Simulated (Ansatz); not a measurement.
Geometry optimisation, DFT PBE, scalar-relativistic, plane waves, PAW in Ansatz.

The input (input.yaml):

```yaml
crystal:
  lattice:
    - [7.398, 0.0, 0.0]
    - [-3.699, 6.406856, 0.0]
    - [0.0, 0.0, 11.0]
  atoms:
    - { symbol: C, position: [0.0, 0.0, 0.0909091] }
    - { symbol: C, position: [0.2222222, 0.1111111, 0.0909091] }
    - { symbol: C, position: [0.0, 0.3333333, 0.0909091] }
    - { symbol: C, position: [0.2222222, 0.4444444, 0.0909091] }
    - { symbol: C, position: [0.0, 0.6666667, 0.0909091] }
    - { symbol: C, position: [0.2222222, 0.7777778, 0.0909091] }
    - { symbol: C, position: [0.3333333, 0.0, 0.0909091] }
    - { symbol: C, position: [0.5555556, 0.1111111, 0.0909091] }
    - { symbol: C, position: [0.3333333, 0.3333333, 0.0909091] }
    - { symbol: C, position: [0.5555556, 0.4444444, 0.0909091] }
    - { symbol: C, position: [0.3333333, 0.6666667, 0.0909091] }
    - { symbol: C, position: [0.5555556, 0.7777778, 0.0909091] }
    - { symbol: C, position: [0.6666667, 0.0, 0.0909091] }
    - { symbol: C, position: [0.8888889, 0.1111111, 0.0909091] }
    - { symbol: C, position: [0.6666667, 0.3333333, 0.0909091] }
    - { symbol: C, position: [0.8888889, 0.4444444, 0.0909091] }
    - { symbol: C, position: [0.6666667, 0.6666667, 0.0909091] }
    - { symbol: C, position: [0.8888889, 0.7777778, 0.0909091] }
    - { symbol: Ti, position: [0.1089452, 0.8899217, 0.27], spin: 1.0 }
magnetization:
  spin_polarized: true
basis:
  ecutwfc: 420.0
kpoints:
  mp_grid: { grid: [2, 2, 1] }
hamiltonian:
  xc: pbe
scf:
  occupations: { method: fermi_dirac, width: 0.05 }
  lower_state_search: "off"
relax:
  f_tol: 0.03
  max_steps: 60
  adjacent_minimum: "off"
```

Launched with:

```bash
$ ansatz run input.yaml --threads 2 --pin off --max-ram 5120MiB --backend cpu --events-out ev --progress --plain --runs-dir out
```

Problem. Where does it end, and by what steps?

Solution. The run converged. Limits of this set-up: coarse k mesh, slab without dipole correction, a typed lattice constant that wasn't relaxed here. After 3 steps the energy has fallen by 0.114 eV; Ti19 moved furthest, 0.15 Å.

```tsv
step	energy less start (eV)	largest force component (eV/Å)	accepted
0	0.0000	1.118	yes
1	-0.0979	0.452	yes
2	-0.1135	0.090	yes
3	-0.1140	0.006	yes
```

```xyz
19
Lattice="7.3980 0.0000 0.0000 -3.6990 6.4069 0.0000 0.0000 0.0000 11.0000" Properties=species:S:1:pos:R:3
C -0.008 0.004 0.992
C 1.232 0.720 0.993
C -1.237 2.134 1.015
C 0.002 2.850 1.015
C -2.467 4.264 0.993
C -1.227 4.980 0.993
C 2.472 0.004 0.993
C 3.708 0.718 1.017
C 1.232 2.148 1.017
C 2.462 2.850 1.015
C 0.009 4.266 1.017
C 1.232 4.980 1.015
C 4.931 0.004 1.015
C 6.154 0.718 1.017
C 3.701 2.134 1.015
C 4.931 2.836 1.017
C 2.455 4.266 1.017
C 3.691 4.980 0.993
Ti -2.468 5.696 2.825
```

Whether the end is a true minimum wasn't checked by a vibrational analysis.

Run time: 18 s on 2 threads of Intel(R) Xeon(R) Platinum 8488C (Sapphire Rapids) (shared host), peak memory 0.96 GiB.
